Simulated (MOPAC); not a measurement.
Input file for MOPAC: PM6 on Co2, 2S+1 = 5, a spin state set in the input, which need not be the lowest, a point of a bond scan (R = 2.387 Å).

```
PM6 1SCF PRECISE CHARGE=0 UHF MS=2 THREADS=1
Co2

Co     0.00000000 1     0.00000000 1     0.00000000 1
Co     0.00000000 1     0.00000000 1     2.38693900 1
```

Program output:

```
*******************************************************************************
 **                                                                           **
 **                              MOPAC v23.2.5                                **
 **                                                                           **
 *******************************************************************************
 ** MOPAC's Digital Object Identifier: https://doi.org/10.5281/zenodo.6511958 **
 **                                                                           **
 ** Please cite the open-source release paper for use of this MOPAC version:  **
 ** J. E. Moussa and J. J. P. Stewart (2026)                                  **
 ** MOPAC: An open-source semiempirical molecular orbital program             **
 ** J. Open Source Softw., 11(119), 8025, https://doi.org/10.21105/joss.08025 **
 *******************************************************************************

                              PM6 CALCULATION RESULTS

 *******************************************************************************
 *  PM6        - The PM6 Hamiltonian to be used
 *  UHF        - UNRESTRICTED HARTREE-FOCK CALCULATION
 *
 *
 *
 *                 CHARGE ON SYSTEM = 0
 *
 *
 *
 *  MS=        - IN MECI, MAGNETIC COMPONENT OF SPIN =  2.0
 *  PRECISE    - TIGHTER CRITERIA TO BE USED
 *  1SCF       - DO 1 SCF AND THEN STOP
 *  THREADS=1  - MULTI-THREADING NOT USED
 *  T=         - A TIME OF 172800.0 SECONDS REQUESTED
 *  DUMP=N     - RESTART FILE WRITTEN EVERY 7200.0 SECONDS REQUESTED
 *******************************************************************************
PM6 1SCF PRECISE CHARGE=0 UHF MS=2 THREADS=1
 Co2

   ATOM   CHEMICAL          X               Y               Z
  NUMBER   SYMBOL      (ANGSTROMS)     (ANGSTROMS)     (ANGSTROMS)

     1      Co          0.00000000  *   0.00000000  *   0.00000000  *
     2      Co          0.00000000  *   0.00000000  *   2.38693900  *



          CARTESIAN COORDINATES

    NO.       ATOM           X           Y           Z

     1        Co          0.0000      0.0000      0.0000
     2        Co          0.0000      0.0000      2.3869

 General Reference for PM6:
 "Optimization of Parameters for Semiempirical Methods V: Modification of NDDO Approximations
 and Application to 70 Elements", J. J. P. Stewart, J. Mol. Mod., 13, 1173-1213 (2007)
 URL: https://link.springer.com/article/10.1007/s00894-007-0233-4

           Empirical Formula: Co2  =     2 atoms



      MOLECULAR POINT GROUP   :   D*h


          UHF CALCULATION, NO. OF ALPHA ELECTRONS =   11
                           NO. OF BETA  ELECTRONS =    7

 -------------------------------------------------------------------------------
 PM6 1SCF PRECISE CHARGE=0 UHF MS=2 THREADS=1
 Co2



     1SCF WAS SPECIFIED, SO BFGS WAS NOT USED
     SCF FIELD WAS ACHIEVED


                              PM6 CALCULATION
                                                       MOPAC v23.2.5 Linux




          FINAL HEAT OF FORMATION =        -57.57480 KCAL/MOL =    -240.89298 KJ/MOL


          COSMO AREA              =        107.57 SQUARE ANGSTROMS
          COSMO VOLUME            =         98.12 CUBIC ANGSTROMS

          IONIZATION POTENTIAL    =         10.671113 EV
          ALPHA SOMO LUMO (EV)    =        -10.821 -4.234
          BETA  SOMO LUMO (EV)    =        -10.671 -8.312
          NO. OF ALPHA ELECTRONS  =         11
          NO. OF BETA  ELECTRONS  =          7
          MOLECULAR WEIGHT        =        117.8664         POINT GROUP:  D*h

          MOLECULAR DIMENSIONS (Angstroms)

            Atom       Atom       Distance
           Co     2   Co     1     2.38694
           Co     2   Co     1     0.00000
           Co     1   Co     2     0.00000


          SCF CALCULATIONS        =          1





   ATOM   CHEMICAL          X               Y               Z
  NUMBER   SYMBOL      (ANGSTROMS)     (ANGSTROMS)     (ANGSTROMS)

     1      Co          0.00000000  *   0.00000000  *   0.00000000  *
     2      Co          0.00000000  *   0.00000000  *   2.38693900  *

                             CARTESIAN COORDINATES

   1   Co        0.000000000     0.000000000     0.000000000
   2   Co        0.000000000     0.000000000     2.386939000


           Empirical Formula: Co2  =     2 atoms



      MOLECULAR POINT GROUP   :   D*h


          ALPHA EIGENVALUES
 -17.63771 -11.63476 -11.61270 -11.61270 -11.16256 -11.09498 -10.97939 -10.91181
 -10.85880 -10.82140 -10.82140  -4.23384  35.98578  36.05918  36.18721  36.18721
  36.23278  36.23278


           BETA EIGENVALUES
 -17.07851 -11.34377 -11.29932 -11.29932 -10.89120 -10.80341 -10.67111  -8.31218
  -8.21410  -8.16674  -8.16674  -3.44185  36.29485  36.42600  36.42600  36.56517
  36.61076  36.61076


              NET ATOMIC CHARGES AND DIPOLE CONTRIBUTIONS

  ATOM NO.   TYPE          CHARGE      No. of ELECS.   s-Pop       p-Pop       d-Pop
    1         Co          -0.000000        9.0000     0.99979     0.00060     7.99961
    2         Co           0.000000        9.0000     0.99979     0.00060     7.99961
 DIPOLE           X         Y         Z       TOTAL
 POINT-CHG.     0.000     0.000     0.000     0.000
 HYBRID         0.000     0.000    -0.000     0.000
 SUM            0.000     0.000     0.000     0.000


          ATOMIC ORBITAL ELECTRON POPULATIONS

     Atom    s        px        py        pz      x^2-y^2     xz        z^2       yz        xy
    1 Co   0.99979   0.00008   0.00008   0.00044   2.00000   1.49992   1.49977   1.49992   1.50000
    2 Co   0.99979   0.00008   0.00008   0.00044   2.00000   1.49992   1.49977   1.49992   1.50000


                    (SZ)    =    2.000000
                    (S**2)  =    6.000015


          ATOMIC ORBITAL SPIN POPULATIONS

    Atom   Total    s     px     py     pz   x^2-y^2  xz     z^2    yz     xy
         Atomic
    1 Co  2.0000  0.000 -0.000 -0.000 -0.000  0.000  0.500  0.500  0.500  0.500
    2 Co  2.0000  0.000 -0.000 -0.000 -0.000 -0.000  0.500  0.500  0.500  0.500

 **********************
 *                    *
 * JOB ENDED NORMALLY *
 *                    *
 **********************




 == MOPAC DONE ==
```

The run finished.

Cost: roughly 0.010 core-seconds.
